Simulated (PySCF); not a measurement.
Ga(Me)(NHMe)2, SMILES C[NH][Ga]([CH3])[NH]C (C3H11GaN2), singlet at its GFN2-xTB optimised geometry (Å):

```
17

Ga     0.2511    -0.5114     0.0000
C      2.2726    -0.5114     0.0000
H      2.6555    -1.5331     0.0078
H      2.6543     0.0119     0.8787
H      2.6538    -0.0022    -0.8872
N     -0.7377     1.0348     0.0000
C     -0.2365     2.4034    -0.0017
H     -1.7508     1.0204     0.0072
H     -0.5608     2.9557     0.8880
H     -0.5705     2.9564    -0.8874
H      0.8553     2.3791    -0.0078
N     -0.6950    -2.0834    -0.0070
C     -2.1307    -2.3340    -0.0148
H     -0.1786    -2.9564     0.0051
H     -2.4498    -2.8859     0.8771
H     -2.4352    -2.9058    -0.8991
H     -2.6555    -1.3781    -0.0300
```

Level of theory: CAM-B3LYP/def2-SVP in PySCF. Cells within 0.4 Å of a nucleus heavier than hydrogen are left out (blank, or x).

Map of the log10 of the electron density (e/bohr³), floored at −4 on the plane z = 0.0 Å:

```
|0000000000000000000000000000000|
|0000000000000110000000000000000|
|0000000000012222110000000000000|
|0000000000123333221100000000000|
|0000000001234554433210000000000|
|0000000002345666554331000000000|
|0000000012356777665542100000000|
|00000000124567xx777543100000000|
|00000001234567xx887643100000000|
|0000000234456787776543100000000|
|0000001345667877665432211000000|
|000000235677xx87554332222110000|
|000000245788xx87544333433321000|
|0000002356778x87655445554432000|
|0000012345667777665566665432100|
|0000012234456678986677776542100|
|000022333334568xx9777xx77543100|
|000134455444568xx9777xx77543100|
|0002356665455678986677877543100|
|0012457876667777665567787543100|
|0012457777778887655556776542100|
|00123567xx78xxx7644445665432100|
|00123567xx88xx87643334444321000|
|00023467xx777887643222333210000|
|0001345677666787643111111100000|
|0001235566545666542100000000000|
|0000233444434454431000000000000|
|0000122333222333220000000000000|
|0000011222111111100000000000000|
|0000000000000000000000000000000|
|0000000000000000000000000000000|
```
Scale: ten equal steps from -4.00 (start of '0') to 0.275 (end of '9'), in the order '0123456789'; x runs from -5.00 to 5.00, y from -5.00 (bottom) to 5.00 (top).
